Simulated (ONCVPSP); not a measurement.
# Before and after: ONCV potential for sulfur (S)

sulfur, optimised norm-conserving Vanderbilt (ONCV), made with ONCVPSP 4.0.1 (LDA (Perdew-Wang 92), scalar-relativistic). Core [Ne], reference 3s2 3p2.5 (charge +1.5). Waves: 3s: rc 1.45 bohr, ncon 4, nbas 7, qcut 5.6 1/bohr, 2 projectors, debl 2.1 Ha; 3p: rc 1.10 bohr, ncon 3, nbas 7, qcut 6.9 1/bohr, 2 projectors, debl 3.2 Ha; d scattering state at 0.29 Ha: rc 1.55 bohr, ncon 3, nbas 7, qcut 7.2 1/bohr, 3 projectors, debl 2.9 Ha. Local part: polynomial inside 1.10 bohr (lpopt 2, dvloc0 0 Ha). Core correction: Teter function, fcfact 3.75, rcfact 1.65.

In the d channel the program set the typed energies aside and used 0.050, 2.950, 5.850 Ha.

Change: s: rc 1.88.

Cutoffs: the cutoffs (Ha) at which the residual kinetic energy of the hardest occupied pseudo-wave falls to 1 and 0.1 mHa per electron; they do not see the model core or the augmentation charge, which bear on the density cutoff. Errors are all-electron minus pseudo energies relative to the spin-unpolarised reference configuration.

**Question.** How do hardness, ghosts and transferability respond?

**Answer.** The potential gets neither clearly harder nor softer (26 Ha and 141 Ha → 26 Ha and 141 Ha); the p channel sets the loose cutoff, while the largest relative change is in s, which becomes softer; of the 4 tests that both files solve, the error grows in 3 and shrinks in 1 by more than 15 % and 0.3 meV (median size 2.6 → 3.2 meV); neither file shows a bound ghost.

| quantity | base | changed |
| --- | --- | --- |
| cutoff, loose | 26 Ha | 26 Ha |
| cutoff, tight | 141 Ha | 141 Ha |
| loose cutoff by channel | s 14 Ha, p 26 Ha | s 11 Ha, p 26 Ha |
| bound ghosts | none | none |
| GHOST(+) flags under 300 eV | none | s at 188.2 eV |
| error for 3s2 3p4, meV [ΔE -21.64 eV] | +2.6 | +4.4 |
| error for 3s2 3p3, meV [ΔE -9.79 eV] | +1.7 | +2.1 |
| error for 3s2 3p2, meV [ΔE 12.58 eV] | -3.3 | -2.8 |
| error for 3s2 3p3.5, meV [ΔE -16.94 eV] | +2.5 | +3.5 |
| p: phases at 1.12 bohr within 0.05 rad from the reference energy up to (Ha; the scan ends near 5) | to the end of the scan | to the end of the scan |
| d: phases at 1.57 bohr within 0.05 rad from the reference energy up to (Ha; the scan ends near 5) | to the end of the scan | to the end of the scan |
| rms error of d²Exc/dni dnj with the model core, mHa | 1.86 | 2.10 |
